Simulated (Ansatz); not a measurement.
`[SH][Al]([SH])[Cl]` + HCl → `[SH][Al]([Cl])[Cl]` + H₂S at 298.15 K and 1 bar (ligand exchange at the Al–S bond).

Calculated with Ansatz (gas phase, PBE0-D4/def2-TZVP geometries, no zero-point term in ΔE). CBS: MP2 limit from def2 TZ/QZ plus the TZ coupled-cluster correction, frozen cores. This one scheme is used for every species. One conformer a species, not always the lowest.

| species | CCSD(T)/CBS energy (Eh) | H − E (kJ/mol) | S (J/(mol·K)) |
| --- | --- | --- | --- |
| `[SH][Al]([SH])[Cl]` | -1498.71313 | 75.1 | 345.3 |
| HCl | -460.38127 | 26.6 | 186.8 |
| `[SH][Al]([Cl])[Cl]` | -1560.13922 | 52.2 | 338.6 |
| H₂S | -398.97279 | 49.9 | 205.7 |

H − E and S are ideal-gas, rigid-rotor, harmonic terms from PBE0-D4/def2-TZVP, for one conformer and one mirror image of each species. 1 Eh = 2625.50 kJ/mol, R = 8.31446 J/(mol·K).

Task: By hand: ΔE, ΔH, ΔS and ΔG.

Result: ΔE = (-1560.13922) + (-398.97279) − (-1498.71313) − (-460.38127) = -0.01761 Eh = -46.2 kJ/mol. Δ(H − E) = 52.2 + 49.9 − 75.1 − 26.6 = 0.4, so ΔH = -45.8 kJ/mol. ΔS = 338.6 + 205.7 − 345.3 − 186.8 = 12.2 J/(mol·K). ΔG = -45.8 − 298.15 × (12.2)/1000 = -49.4 kJ/mol.

Task: By hand: the equilibrium constant, and the temperature at which ΔG would vanish if ΔH and ΔS stayed fixed.

Result: log₁₀ K = −ΔG/(RT ln 10) = 8.7. ΔH and −TΔS have one sign here, so there is no such temperature.

The number of gas molecules stays the same, so ΔS is small and ΔH decides. A doubt of 5 kJ/mol in ΔE shifts log₁₀ K by 0.9 here. Other conformers and mirror images would add mixing entropy, several J/(mol·K) or more a flexible species. These are equilibria of isolated gas molecules and say nothing of rates. Largest T1 diagnostic: 0.010 (customary marks: 0.02 for closed shells, 0.045 for open ones).

ΔS is within the doubt of such terms, so its sign, and with it that verdict, could turn.
